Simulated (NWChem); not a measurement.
Species: Si$_{2}$H$_{5}$O$_{2}$F; SMILES O[SiH](O)[SiH2]F

```xyz
10

O      1.5548     1.1272    -0.5498
Si     0.1588     0.7774     0.2875
O     -1.1243     1.7310    -0.1736
Si    -0.5511    -1.3681    -0.3078
F      0.5595    -2.4430     0.2261
H      2.2366     1.6230    -0.0883
H      0.4453     0.9518     1.7499
H     -1.0865     2.6742     0.0118
H     -0.6708    -1.5171    -1.7877
H     -1.8561    -1.7137     0.3293
```
Atoms are numbered in this order, from 1.

Level: PBE0/def2-SVP (NWChem), optimised geometry, unscaled harmonic frequencies. 

```tsv
frequency (cm⁻¹)	IR intensity (km/mol)
51	1.3
79	36.4
101	32.2
188	21.4
214	1.6
268	96.3
344	53.0
448	13.6
517	51.2
706	176.5
737	58.7
748	240.3
814	96.3
846	80.3
861	113.8
881	225.3
939	56.7
953	25.4
969	185.8
2190	174.0
2239	79.2
2248	128.9
3922	96.0
3938	121.9
```

```
Property                                                                           Result
-----------------------------------------------------------------------  ----------------
zero-point energy                                                           36.0 kcal/mol
thermal correction to the enthalpy at 298.15 K (with zero-point energy)     41.8 kcal/mol
heat capacity Cv                                                         27.3 cal/(mol K)
entropy at 298.15 K and 1 atm (symmetry number 1)                        90.1 cal/(mol K)
dipole moment                                                                      3.30 D
```

Rigid rotor and harmonic oscillator; modes under 100 cm⁻¹ make the entropy uncertain.
